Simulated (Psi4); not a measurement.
methane (CH4), singlet, geometry from GFN2-xTB.

Input for Psi4:
```
memory 2 GB

molecule mol {
0 1
C     0.000000    0.000000    0.000000
H     0.636597    0.627096    0.610389
H    -0.628026   -0.606917    0.638995
H     0.612857   -0.642402   -0.618713
H    -0.621428    0.622223   -0.630670
}

set {
  basis pcseg-1
  reference rks
}

energy('cam-b3lyp')
print_variables()
```

Problem. What does this run give for the nuclear repulsion energy, dipole moment, total energy, number of basis functions?

Solution. 
```yaml
nuclear_repulsion_energy: 13.5327 Eh
dipole_moment: 0.00 D
total_energy: -40.477866 Ha
number_of_basis_functions: 34
```
